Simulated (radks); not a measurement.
Results of a calculation; reference values are marked as such.
Q: Au72+, 7 electrons, occupied as [He] 2s2 2p3 (the NIST ground configuration). Code: a radial shooting solver on a logarithmic mesh with Libxc functionals. Model: Dirac Kohn-Sham, relativistic LDA (MacDonald-Vosko exchange, VWN5 correlation), spin-unpolarised, spherical densities, finite nucleus; open shells fill j = l - 1/2 first; Fermi nuclear charge, rms radius 5.4371 fm. Some entries of the table are withheld. Estimate them.

orbital  occ.  eigenvalue (eV)  <r> (bohr)  <r^2> (bohr^2)
1s1/2       2        -88007.86         (1)       0.0003952
2s1/2       2        -21242.14     0.06874        0.005636
2p1/2       2        -20895.92     0.05626             (2)
2p3/2       1        -18947.03     0.06419             (3)

A: 
(1) 1s1/2 <r> (bohr): 0.01692
(2) 2p1/2 <r^2> (bohr^2): 0.003934
(3) 2p3/2 <r^2> (bohr^2): 0.004985
